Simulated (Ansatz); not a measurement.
Basis-set series for `IB(I)I`. Total charge 0; spin multiplicity 1. I takes the def2 core potential. All single points use the PBE0-D4/def2-TZVP geometry.

```xyz
4

I     0.975    1.320   -1.326
B     0.000    0.000    0.000
I    -0.065    0.435    2.064
I    -0.910   -1.755   -0.737
```

```tsv
functional	basis	functions	energy (Eh)	HOMO (eV)	LUMO (eV)
PBE0-D4	def2-SVP	92	-918.02091	-7.33	-2.47
PBE0-D4	def2-TZVPP	181	-918.07333	-7.38	-2.51
ωB97M-V	def2-SVP	92	-917.94270	-9.39	-0.57
ωB97M-V	def2-TZVPP	181	-917.99820	-9.47	-0.63
```

(1) Give the rows for def2-QZVPP. (Best estimate.)

## Answers

(1) Computed: 
| functional | basis | functions | energy (Eh) | HOMO (eV) | LUMO (eV) |
| --- | --- | --- | --- | --- | --- |
| PBE0-D4 | def2-QZVPP | 303 | -918.07759 | -7.39 | -2.52 |
| ωB97M-V | def2-QZVPP | 303 | -918.00210 | -9.48 | -0.64 |
